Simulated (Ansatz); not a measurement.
Consider the redistribution: `O[SiH](F)N[SiH2]F` + `FCS[SiH3]` → `F[SiH2]N[SiH](F)F` + `OCS[SiH3]`.

Gas-phase electronic energies from Ansatz, PBE0-D4/def2-TZVP geometries. CBS: MP2 limit from def2 TZ/QZ plus the TZ coupled-cluster correction, frozen cores. DFT in def2-TZVPP. One conformer a species, not always the lowest.

**Question.** Is it downhill or uphill in electronic energy at CCSD(T)/CBS, and by how much? (An estimate is asked.)

**Answer.** The calculation gave: Downhill: ΔE = -43.9 kJ/mol.

**Question.** What do these levels give: PBE-D4, PBE0-D4, revPBE, r2SCAN0, CCSD/def2-SVP, CCSD/CBS(def2)? (Estimate.)

**Answer.** The calculation gave: PBE-D4 -40.9, PBE0-D4 -41.4, revPBE -40.0, r2SCAN0 -41.5, CCSD/def2-SVP -44.1, CCSD/CBS(def2) -43.3 kJ/mol.

Largest T1 diagnostic among the species: 0.012.

Leaving LDA and LC-ωPBE aside and taking each functional with its dispersion term where it has one, the values, not all of them listed here, spread over 4.1 kJ/mol, from PBE-QIDH to CAM-B3LYP-D4. In def2-TZVPP, CCSD(T) changes the Hartree–Fock value by −4.1 kJ/mol (the triples alone add −0.6 kJ/mol) and MP2 by −6.5 kJ/mol.
